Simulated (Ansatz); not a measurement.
One change: `C=NC(F)N[SiH3]` becomes `FC(F)N[SiH3]`.

Ansatz, PBE0-D4/def2-TZVP geometries, multiplicity 1. Each molecule was computed in one conformer, which needn't be the lowest.

```json
{"property": "LUMO energy (PBE0/def2-TZVPP) / eV", "`C=NC(F)N[SiH3]`": "-0.84"}
{"property": "HOMO energy (B3LYP/def2-TZVPP) / eV", "`C=NC(F)N[SiH3]`": "-7.38"}
{"property": "size of the dipole moment (PBE/def2-TZVPP) / D", "`C=NC(F)N[SiH3]`": "1.00"}
{"property": "HOMO energy (PBE/def2-TZVPP) / eV", "`C=NC(F)N[SiH3]`": "-6.18"}
{"property": "size of the dipole moment (B3LYP/def2-TZVPP) / D", "`C=NC(F)N[SiH3]`": "1.06"}
{"property": "HOMO–LUMO gap (PBE0/def2-TZVPP) / eV", "`C=NC(F)N[SiH3]`": "6.77"}
```

Q: Give the same properties after the change, and the shifts. (Estimate.)

A: Ansatz gave: 
```tsv
property	`FC(F)N[SiH3]`	shift
LUMO energy (PBE0/def2-TZVPP) / eV	0.34	1.18
HOMO energy (B3LYP/def2-TZVPP) / eV	-7.79	-0.41
size of the dipole moment (PBE/def2-TZVPP) / D	2.24	1.24
HOMO energy (PBE/def2-TZVPP) / eV	-6.57	-0.39
size of the dipole moment (B3LYP/def2-TZVPP) / D	2.35	1.29
HOMO–LUMO gap (PBE0/def2-TZVPP) / eV	8.35	1.58
```

With PBE0 the HOMO falls by 0.40 eV and the LUMO rises by 1.18 eV, so the gap widens by about 1.58 eV. PBE moves the HOMO by -0.39 eV and ωB97M-V by -0.39 eV. Dipoles are sizes alone; their direction can turn.

B3LYP here is the variant with VWN-RPA as its local correlation; programs differ in this.
